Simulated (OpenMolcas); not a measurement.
Ti: CASPT2 settings compared

```
Program             : OpenMolcas 26.06
Basis               : ANO-R3 [7s5p5d3f2g1h]
Scalar Hamiltonian  : X2C, finite nucleus
Active space        : 4 electrons in 6 orbitals (3d 4s)
State averaging     : 2S+1 = 5 even, 10 roots; 2S+1 = 3 even, 55 roots kept (CI in the orbitals of an earlier block); 2S+1 = 1 even, 42 roots kept (CI in the orbitals of an earlier block)
Spin-orbit coupling : RASSI with atomic mean-field integrals over the reference wave functions, term energies averaged over their components
```

Methods on the same reference wave functions:
A. CASSCF
B. SS-CASPT2, IPEA 0.5 Eh, real shift 0.5 Eh (closed shells correlated: 2s 2p 3s 3p)
C. MS-CASPT2, IPEA 0.5 Eh, real shift 0.5 Eh (closed shells correlated: 2s 2p 3s 3p)

Energies in cm⁻¹ above 3d² 4s² ³F₂, the measured ground level; measured values from NIST Handbook of Basic Atomic Spectroscopic Data.

| Level | A | B | C | Measured |
| --- | --- | --- | --- | --- |
| 3d³ 4s ⁵F₁ | -5233 | 2160 | 2200 | 6557 |
| 3d³ 4s ⁵F₂ | -5186 | 2210 | 2250 | 6599 |
| 3d³ 4s ⁵F₃ | -5116 | 2280 | 2320 | 6661 |
| 3d³ 4s ⁵F₄ | -5024 | 2370 | 2410 | 6743 |
| 3d³ 4s ⁵F₅ | -4909 | 2480 | 2530 | 6843 |
| 3d² 4s² ³F₂ | 0.0 | 0.0 | 0.0 | 0.0 |
| 3d² 4s² ³F₃ | 139 | 139 | 141 | 170 |
| 3d² 4s² ³F₄ | 320 | 320 | 323 | 387 |
| 3d³ 4s ³F₂(1) | 3628 | 7670 | 7710 |  |
| 3d³ 4s ³F₃(1) | 3744 | 7790 | 7830 |  |
| 3d³ 4s ³F₄(1) | 3896 | 7940 | 7980 |  |
| 3d³ 4s ⁵P₁ | 5362 | 11000 | 11040 |  |
| 3d³ 4s ⁵P₂ | 5401 | 11050 | 11090 |  |
| 3d³ 4s ⁵P₃ | 5484 | 11120 | 11160 |  |
| 3d³ 4s ³P₀(1) | 6458 | 7970 | 6760 |  |
| 3d³ 4s ³P₁(1) | 6505 | 8010 | 6800 |  |
| 3d³ 4s ³P₂(1) | 6573 | 8090 | 6900 |  |
| 3d² 4s² ¹D₂ | 7395 | 6100 | 5430 | 7255 |
| 3d³ 4s ³G₃ | 7414 | 11530 | 11570 |  |
| 3d³ 4s ³G₄ | 7466 | 11580 | 11620 |  |
| 3d³ 4s ³G₅ | 7535 | 11650 | 11690 |  |
| 3d³ 4s ¹G₄ [72 %] | 9743 | 10880 | 9100 |  |
| 3d³ 4s ³H₄ | 10969 | 14930 | 14960 |  |
| 3d³ 4s ³H₅ | 11009 | 14970 | 15020 |  |

A puts 3d³ 4s ⁵F₁ lowest.

Deviations, from unrounded energies. A percentage is the sum of absolute deviations over the sum of measured energies, with the sign that they share, or ± where signs differ.

```csv
Against measurement,Levels,A,B,C
mean absolute deviation (cm-1),8,7400,2900,3000
fine structure of the ground term (%),2,-17.7,-17.5,-16.6
other terms of the ground configuration (%),1,+1.9,-16.0,-25.2
other configurations (%),5,-176.2,-65.6,-64.9
```

B, C lie about equally close to measurement and A furthest from it. The largest miss of B in the table is 3d³ 4s ⁵F₁, by -4400 cm-1. The ranking rests on the paired levels alone, and a cruder setting can come out closer through cancelling errors.

Between B and C the level of the table that moves most is 3d³ 4s ¹G₄ [72 %], by 1800 cm-1 (lowest in C, highest in B). Moves below CASPT2's spread within the term are not significant.

The mean deviations of B to C differ by less than CASPT2's widest spread within a term (1700 cm-1), so their order carries little weight.

The lowest spin-free term lies below A's lowest term by 0.505 hartree in B, 0.505 hartree in C.

CASPT2 does not keep the components of a term degenerate, so their means are used; among the terms shown or strongly mixed into the levels shown the widest spread is 1700 cm-1 (3d² 4s² ³F, C). Terms from blocks run as CI alone lack orbitals of their own. Configurations are named by rounded mean occupations; where the s occupation lies near a half they are strongly mixed, a name can repeat and a true partner stay unpaired. A single d shell beside an s shell can misplace configurations of different d count against each other. The CASPT2 spread within a term exceeds the gap to the next term for 3d³ 4s ³F(1) and 3d³ 4s ³P(1), 3d³ 4s ¹G and 3d³ 4s ⁵P, so the order of their levels is uncertain, and so are names and mixing where such terms share a J (figures for B; the like holds for C). Without dynamic correlation excited terms often stand tens of per cent too high (terms of higher spin than the ground term too low), and those without a measured partner can miss by more than the paired ones (holds for A). The lowest computed level is not the ground level that NIST lists (3F2) (holds for A). Some terms miss by over 15 % even with CASPT2, which points to a basis or an active space too small for the shells correlated (holds for B; C). Measured partners are found by configuration, term and J. A level has none where our copy of the source lacks it or the pairing is in doubt (some pairs that miss far off the trend of their configuration count as doubtful), and it then counts in no deviation. Only configurations of the active space appear. Levels that lie high or do not pair safely by name in every column are left out.

A share in square brackets marks a mixed level and gives the weight of the term that names it, the lowest over the columns. A number in round brackets counts repeated terms of one configuration in the order of the reference energies.
